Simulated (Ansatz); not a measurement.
# Worked example: CH4O + Si(CH2)Cl3 → CH3O + Si(CH3)Cl3

Species: CH4O (methanol) `CO`, singlet; Si(CH2)Cl3, doublet; CH3O `C[O]`, doublet; Si(CH3)Cl3 (methyltrichlorosilane), singlet. A radical takes H: the energy is the difference in strength between the O–H bond broken and the C–H bond made.

Shapes, held fixed at every level: PBE0-D4/def2-TZVP. Programs: Ansatz 0.2.0. The zero-point and thermal change to 298 K, harmonic and unscaled (PBE0-D4/def2-TZVP), is -4.9 kJ/mol.

At CCSD(T)/CBS estimate; 1 Eh = 2625.50 kJ/mol:

| species | energy (Eh) |
| --- | --- |
| CH4O | -115.617125 |
| Si(CH2)Cl3 | -1707.774933 |
| CH3O | -114.935170 |
| Si(CH3)Cl3 | -1708.450878 |

Task: Work out ΔH(298 K) of the reaction at this level.

Result: 
1. Products less reactants: (-114.935170) + (-1708.450878) − [(-115.617125) + (-1707.774933)] = 0.006010 Eh = +15.8 kJ/mol.
2. With the thermal change: +15.8 + (-4.9) = +10.9 kJ/mol.

Other levels give -23.4 (HF/def2-TZVPP) to +8.4 kJ/mol (MP2/def2-SVP). No measured value is set beside it here. Open shells run unrestricted unless RO is named. The CBS estimate extrapolates MP2 from def2-TZVPP and def2-QZVPP and adds CCSD(T) − MP2 in the triple-zeta set, cores frozen.
